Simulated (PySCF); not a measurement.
**Calculated NMR parameters of C=C/C=C(/F)[Si@@H](C)P**

```yaml
Formula: C5H10FPSi
SMILES: C=C/C=C(/F)[Si@@H](C)P
Point_group_of_the_computed_structure: C1
Carbon_signals: 5
Proton_signals: 7
```

Mapped SMILES: `[CH2:1]=[CH:2]/[CH:3]=[C:4](/[F:5])[Si@@H:6]([CH3:7])[PH2:8]`. Hydrogens are named by the atom that carries them. Ha(C1) is cis to C3; Hb(C1) is trans to C3.

PySCF calculation with GFN2-xTB structure and shieldings: GIAO PBE0/pcSseg-1; equivalent nuclei averaged, non-relativistic Hamiltonian, in vacuum, a single conformation.

δ = σ(ref) − σ, references computed at the same level: $^{1}$H and $^{13}$C and $^{29}$Si vs TMS; $^{19}$F vs CFCl3; H3PO4 for $^{31}$P.

```tsv
carbon	δC, type	δH (multiplicity)	HMBC from (2–3 bonds)	span of the C tensor (ppm)
C1	125.2, CH2	Ha(C1) 5.55 (m); Hb(C1) 5.47 (m)	H(C2), H(C3)	208
C2	138.7, CH	6.90 (m)	H(C3), Ha(C1), Hb(C1)	233
C3	135.8, CH	6.82 (m)	H(C2), Ha(C1), Hb(C1), H(Si6)	184
C4	181.5, C	–	H(C2), H(C3), H(Si6), H(P8), H(C7)	154
C7	-0.6, CH3	0.44 (m)	H(Si6), H(P8)	12
```

Other nuclei:
```csv
atoms,nucleus,environment,δ (ppm),σ (ppm)
H(Si6),$^{1}$H,"hydrogen on a silicon bonded to 2 C, P",5.11,26.61
H(P8),$^{1}$H,hydrogen on a phosphorus bonded to Si,1.38,30.34
F5,$^{19}$F,vinylic fluorine,-92.0,263.0
P8,$^{31}$P,"phosphorus bonded to Si, 2 H",-294.1,612.5
Si6,$^{29}$Si,"silicon bonded to 2 C, P, H",-29.0,378.2
```

δC 181.5: fully substituted alkene carbon. δC 138.7, 135.8: alkene CH; the olefinic region. δC 125.2: terminal =CH2 carbon; the olefinic region. δC -0.6: methyl carbon bonded to Si; an electropositive neighbour leaves it electron-rich and shielded. δH 5.55, 5.47: hydrogen on a terminal =CH2 carbon; a vinylic proton, deshielded by the sp2 carbon and the C=C anisotropy.

Splittings by $^{19}$F and $^{31}$P in the carbon and heteronuclear signals aren't shown, as no couplings were computed. Shifts are as computed. Against solution values, carbons near 30 ppm lie about +3 ppm off and those near 130 ppm about +5 ppm. Of 1309 compounds with measured shifts, 239 miss one by over three times the rms of a fit or turn the order of signals round; such compounds aren't used in these exercises. Unscaled 19F shifts against computed CFCl3 carry errors that often reach 10 to 50 ppm. Experimental scales use liquid or dissolved standards, which lie at an offset from isolated H3PO4. Multiplicities follow the n + 1 count of equivalent neighbours, as no J values were calculated; m marks all less simple cases, F and P coupling included.
